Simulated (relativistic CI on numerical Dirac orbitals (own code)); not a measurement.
# Hg3+: O2,3 absorption edge

Computed with this model: Dirac-Coulomb-Breit CI, separate exchange-only KLI orbitals for each configuration, model QED, valence Slater integrals scaled by 0.7, multiplet model of core-to-valence dipole absorption; configurations [Xe] 4f14 5d9 → [Kr] 4d10 4f14 5s2 5p5 5d10; 80 K; Lorentzian 0.6 eV and Gaussian 0.3 eV FWHM. Energies are those of the free ion, without screening or charge transfer. The branching ratio is the share of the lower-energy edge in the whole absorption, uncertain by about 0.02 where the edges overlap. S is read from ⟨S²⟩ = S(S + 1).

Field parameters in Wybourne normalisation: D4h B²₀ = −7Ds, B⁴₀ = 21(Dq − Dt), B⁴₄ = 21√(5/14) Dq. The field is a parameter set, without covalency.

free ion: ground-state S = 0.50, centroid 60.54 eV. Peaks (eV, height): 60.5 (100).

D4h, 10Dq = 20750, Ds = -1500, Dt = 20 cm⁻¹: ground-state S = 0.50, centroid 64.05 eV. Peaks (eV, height): 62.0 (100), 80.1 (13).

D4h, 10Dq = 20750, Ds = -860, Dt = 20 cm⁻¹: ground-state S = 0.50, centroid 63.84 eV. Peaks (eV, height): 61.8 (100), 80.0 (13).

D4h, 10Dq = 20750, Ds = -210, Dt = 20 cm⁻¹: ground-state S = 0.50, centroid 63.63 eV. Peaks (eV, height): 61.6 (100), 79.8 (12).

D4h, 10Dq = 20750, Ds = 430, Dt = 20 cm⁻¹: ground-state S = 0.50, centroid 63.72 eV. Peaks (eV, height): 61.7 (100), 79.9 (12).

D4h, 10Dq = 20750, Ds = 1070, Dt = 20 cm⁻¹: ground-state S = 0.50, centroid 63.92 eV. Peaks (eV, height): 61.9 (100), 80.0 (13).

Strongest unbroadened transitions for free ion:

| Energy (eV) | Relative strength |
| --- | --- |
| 60.54 | 100.0 |
